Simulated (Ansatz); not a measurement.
Frontier orbitals of CH4AlNO, SMILES `C1[NH][AlH][O]1`.

```xyz
8

C     0.5459    0.0572   -0.7404
N    -0.2780    0.8460    0.1798
Al   -0.6478   -0.6584    1.0115
O     0.3907   -1.2646   -0.2358
H     1.6059    0.3451   -0.7136
H     0.1875    0.1053   -1.7780
H    -0.3565    1.8383    0.0618
H    -1.4476   -1.2689    2.2148
```

The species carries charge 0 and has multiplicity 1. The geometry is a stationary point of PBE0-D4/def2-TZVP. Basis def2-TZVPP, Ansatz.

```csv
functional,HOMO (eV),LUMO (eV),gap (eV)
LDA (SPW92),-5.67,-1.31,4.36
PBE,-5.52,-1.12,4.40
r2SCAN,-5.75,-0.76,4.99
PBE0,-6.82,-0.39,6.43
r2SCAN0,-6.98,-0.16,6.82
BHLYP,-8.07,0.30,8.37
ωB97M-V,-9.16,1.16,10.32
HF,-10.06,2.11,12.17
```

Task: What is the vertical ionisation energy at frozen-core CCSD(T)/CBS(def2)? (Best estimate.)

Result: The calculation gave: 9.35 eV (T1 of the cation 0.020).

From PBE to PBE0 the HOMO moves by −1.30 eV and the LUMO by +0.73 eV, and with ωB97M-V by −3.64 and +2.28 eV, so the gap grows from 4.39 to 10.32 eV with exact exchange. A positive LUMO is unbound and depends on the basis. −ε(HOMO) differs from that ionisation energy by −3.83 eV with PBE and −0.19 eV with ωB97M-V.
